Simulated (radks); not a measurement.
W XLIII, configuration [Ar] 3d10 4s2 4p2.

Calculated with a radial shooting solver on a logarithmic mesh with Libxc functionals: scalar-relativistic Kohn-Sham, BLYP, spin-polarised, spherical densities, finite nucleus; open shells are filled with parallel spins first (spin-orbit coupling, left out, can overturn this in heavy ions); Fermi nuclear charge, rms radius 5.3658 fm.

Energy parts (eV):
total: -407813.12
kinetic: 452211.67
electron-nucleus: -936842.40
Hartree: 83539.93
exchange-correlation: -6722.32

Orbitals (lengths in bohr, moments of r in powers of bohr; r(max) is where P^2 peaks):
\begin{tabular}{lrrrrr}
orbital & occ. & eigenvalue (eV) & <1/r> & r(max) & <r^2> \\ \hline
1s up & 1 & -71492.64 & 87.05 & 0.01146 & 0.0004630 \\
1s down & 1 & -71490.59 & 87.05 & 0.01146 & 0.0004630 \\
2s up & 1 & -13983.59 & 20.39 & 0.06563 & 0.007099 \\
2s down & 1 & -13982.47 & 20.39 & 0.06563 & 0.007099 \\
2p up & 3 & -12486.60 & 18.48 & 0.05383 & 0.005867 \\
2p down & 3 & -12484.87 & 18.48 & 0.05383 & 0.005867 \\
3s up & 1 & -4665.485 & 7.670 & 0.1838 & 0.04478 \\
3s down & 1 & -4663.517 & 7.671 & 0.1838 & 0.04474 \\
3p up & 3 & -4220.116 & 7.100 & 0.1815 & 0.04508 \\
3p down & 3 & -4217.889 & 7.101 & 0.1815 & 0.04503 \\
3d up & 5 & -3723.276 & 6.711 & 0.1472 & 0.03684 \\
3d down & 5 & -3721.225 & 6.713 & 0.1472 & 0.03680 \\
4s up & 1 & -2229.153 & 3.735 & 0.3912 & 0.1765 \\
4s down & 1 & -2218.187 & 3.739 & 0.3907 & 0.1764 \\
4p up & 2 & -2060.870 & 3.505 & 0.4015 & 0.1867 \\
4p down & 0 & -2049.905 & 3.508 & 0.4010 & 0.1868 \\
\end{tabular}

The highest occupied level is 4p up at -2060.9 eV. The electron density at the nucleus is 1.52e+06 e/bohr^3 (large components only). Spin moment in Bohr magnetons: 2. Summed over all electrons, <r^2> = 1.505 bohr^2, which gives a Langevin (diamagnetic) susceptibility term of -1.19 x 10^-6 cm^3/mol. The spin density at the nucleus is -36.93 e/bohr^3 (1s -24.79, 2s 5.87, 3s 0.10, 4s -18.11). For comparison, the ionisation energy in NIST's Atomic Spectra Database is 2149 eV (semi-empirical). In exact Kohn-Sham theory the highest level is minus the ionisation energy, but local and semilocal functionals leave it too shallow, through self-interaction and a potential that decays too fast; potentials with the right tail come closer. The density falls to 0.001 e/bohr^3 at r = 0.98 bohr.
